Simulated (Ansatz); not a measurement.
`C/N=[C](\C)[GaH2]` and `C/N=C(/C)Cl` differ in one atom or group (the configuration at the double bond changes too).

Ansatz, PBE0-D4/def2-TZVP geometries, multiplicity 1. 

Scalar relativity is left out up to krypton.

```tsv
property	`C/N=[C](\C)[GaH2]`
HOMO–LUMO gap (B3LYP/def2-TZVPP) / eV	4.16
HOMO energy (ωB97M-V/def2-TZVPP) / eV	-8.69
LUMO energy (PBE0/def2-TZVPP) / eV	-1.82
LUMO energy (ωB97M-V/def2-TZVPP) / eV	-0.05
size of the dipole moment (ωB97M-V/def2-TZVPP) / D	2.01
LUMO energy (PBE/def2-TZVPP) / eV	-2.66
```

Q: Give the same properties after the change, and the shifts. (An estimate is asked.)

A: Computed: 
```
                                          property  `C/N=C(/C)Cl`  shift
             HOMO–LUMO gap (B3LYP/def2-TZVPP) / eV           7.10   2.94
             HOMO energy (ωB97M-V/def2-TZVPP) / eV          -9.98  -1.29
                LUMO energy (PBE0/def2-TZVPP) / eV          -0.12   1.70
             LUMO energy (ωB97M-V/def2-TZVPP) / eV           2.11   2.16
size of the dipole moment (ωB97M-V/def2-TZVPP) / D           0.47  -1.54
                 LUMO energy (PBE/def2-TZVPP) / eV          -1.19   1.47
```

With PBE0 the HOMO falls by 1.26 eV and the LUMO rises by 1.70 eV, so the gap widens by about 2.96 eV. PBE moves the HOMO by -1.16 eV and ωB97M-V by -1.29 eV. Dipoles are sizes alone; their direction can turn.

B3LYP here is the variant with VWN-RPA as its local correlation; programs differ in this.
